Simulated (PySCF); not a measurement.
## IF₆⁺: from structure and modes to constants

Computed with B3LYP/[I def2-SVP with ECP28, F def2-SVP], scalar-relativistic core potentials, density fitting, no spin–orbit coupling, PySCF.

The singlet minimum has Oh symmetry. Masses (u): I 126.90447, F 18.99840.

```xyz
7
charge 1 multiplicity 1, angstrom
I     0.0000    0.0000    0.0000
F     0.0000    0.0000    1.8630
F     0.0000    0.0000   -1.8630
F     1.8630    0.0000    0.0000
F     0.0000    1.8630    0.0000
F    -1.8630    0.0000    0.0000
F     0.0000   -1.8630    0.0000
```

Harmonic wavenumbers (cm⁻¹): 192.8 (t2u, ×3), 286.6 (t2g, ×3), 308.8 (t1u, ×3), 654.6 (a1g, ×1), 675.5 (eg, ×2), 746.3 (t1u, ×3).

Find the principal moments of inertia and the rotational constants. What kind of rotor is it?

About the centre of mass I = 263.76, 263.76, 263.76 u Å². With B = 16.8576/I this gives 0.06391, 0.06391, 0.06391 cm⁻¹. The molecule is a spherical top.

What is the harmonic zero-point energy?

Half the sum of all 15 wavenumbers, 6609/2 = 3304 cm⁻¹, which is 39.5 kJ/mol (1 cm⁻¹ = 0.0119627 kJ/mol).

Find the vibrational entropy and heat capacity at 298.15 K.

With u = 1.43878 ω/T, each mode gives S = R[u/(eᵘ−1) − ln(1−e⁻ᵘ)] and C = R u² eᵘ/(eᵘ−1)².
| ω (cm⁻¹) | u | S (J/(mol K)) | C (J/(mol K)) |
| --- | --- | --- | --- |
| 192.8 (×3) | 0.930 | 9.21 | 7.74 |
| 286.6 (×3) | 1.383 | 6.25 | 7.11 |
| 308.8 (×3) | 1.490 | 5.73 | 6.93 |
| 654.6 | 3.159 | 1.53 | 3.84 |
| 675.5 (×2) | 3.260 | 1.41 | 3.67 |
| 746.3 (×3) | 3.601 | 1.07 | 3.11 |
The sums over all modes are S = 71.1 and C = 85.8 J/(mol K); the softest mode gives 13 % of the entropy (each member, where degenerate).

Give the standard entropy (298.15 K, 1 bar) by its translational, rotational, vibrational and spin parts, and Cp.

Sackur–Tetrode with M = 240.89 u gives 177.3; rotation with symmetry number 24 gives 91.6; vibration 71.1; spin R ln 1 = 0.0. The total is 340.0 J/(mol K), and Cp = 4 R + 85.8 = 119.1 J/(mol K).

Only a few start shapes were tried, so a lower isomer may exist.
